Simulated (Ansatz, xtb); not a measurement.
## Relative energy of two structures of CHAlFSi

We compare X, `[F][Al]1[CH]=[Si]1`, a doublet, with Y, a doublet given by its coordinates. Both are isolated molecules in the gas phase, relaxed with r2SCAN-D4/def2-SVP.

X (Å):

```xyz
5

C    -0.4495   -1.7093    0.7068
Al    0.6978   -1.2977    2.1573
F     1.1367   -1.6953    3.7071
Si    0.4592   -0.3583    0.0184
H    -1.2484   -2.4226    0.4618
```

Y (Å):

```xyz
5

C     0.5067   -2.1574    2.9526
Al   -0.5821   -3.2203    1.7336
F    -0.0567   -3.4429    0.1536
Si    1.8614   -1.6543    2.0535
H     0.0415   -2.0985    3.9444
```

Close contacts (Å): C1–Al2 1.95, C1–Si4 1.70, Al2–F3 1.68, Al2–Si4 2.92, C1–H5 1.10.

Q: Estimate which is lower in electronic energy at CCSD(T)/def2-SVP, and by roughly how much.

A: The CCSD(T)/def2-SVP calculation puts structure X lower, by 2.6 kcal/mol.

How the difference moves with the method:

| level | geometry | E(Y) − E(X) (kcal/mol) | departure from the last row (kcal/mol) | job, with rough time for the two |
| --- | --- | --- | --- | --- |
| r2SCAN-D4/def2-SVP | r2SCAN-D4/def2-SVP | +5.7 | +3.1 | optimisation, 1.8 min |
| HF/def2-SVP | r2SCAN-D4/def2-SVP | −3.7 | −6.3 | part of the CCSD(T) run |
| MP2/def2-SVP | r2SCAN-D4/def2-SVP | +2.7 | 0.0 | part of the CCSD(T) run |
| CCSD(T)/def2-SVP | r2SCAN-D4/def2-SVP | +2.6 |  | single point, 15 s |

HF/def2-SVP puts the two in the other order. The largest departure from CCSD(T)/def2-SVP is that of HF/def2-SVP, 6.3 kcal/mol. Levels run at GFN2-xTB geometries aren't shown.

With harmonic frequencies from r2SCAN-D4/def2-SVP (ideal gas, rigid rotor, one conformer each, 298.15 K, 1 atm): the zero-point term adds −0.5 kcal/mol; ΔH is +2.4 and ΔG +1.5 kcal/mol.

Open shells are spin-unrestricted. The correlated steps freeze 12 core orbitals. Programs: Ansatz 0.2.0; the last row on 1 thread of Intel(R) Xeon(R) Platinum 8375C CPU @ 2.90GHz (Ice Lake) on a shared host.
